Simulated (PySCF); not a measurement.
Compound: C7H12OSSi.
SMILES: `C[Si](C)(C)Oc1ccsc1`

Torsions of this conformer, `[CH3:1][Si:2]([CH3:3])([CH3:4])[O:5][c:6]1[cH:7][cH:8][s:9][cH:10]1`: C1–Si2–O5–C6 -178°, Si2–O5–C6–C7 -5°.

The closed-shell ground state was solved at several levels (PySCF, density fitting, gas phase, non-relativistic). The structure is a single PBE0-D3(BJ)/def2-SVP conformer in the gas phase; no vibrational or solvent corrections.

```
           level  basis functions  total energy (Eh)  HOMO (eV)  LUMO (eV)  gap (eV)  dipole (D)
   PBE0/pcSseg-1              244         -1036.1944      -6.17      -0.24      5.93        2.08
wB97X-D/pcSseg-1              244         -1036.7409      -7.96       1.45      9.41        2.10
```

Question: What might CAM-B3LYP/def2-SVPD (310 basis functions) give for the same quantities?

Answer: Total energy -1036.3151 Eh, HOMO -7.40 eV, LUMO 0.78 eV, gap 8.18 eV, dipole 2.06 D.

Question: Over all these levels, which gives the widest orbital gap and which the narrowest?

Answer: wB97X-D/pcSseg-1 (range-separated hybrid) has the widest, 9.41 eV, and PBE0/pcSseg-1 (global hybrid, 25 % exact exchange) the narrowest, 5.93 eV. The two share the basis. From the narrowest to the widest the HOMO moves by -1.79 eV and the LUMO by +1.69 eV.

Question: How far do the dipole and the HOMO energy spread over the levels?

Answer: The dipole runs from 2.06 to 2.10 D (mean 2.08 D) and the HOMO from -7.96 to -6.17 eV.

Note: wB97X-D ran without an empirical dispersion term, which enters the total energy and its gradient alone.
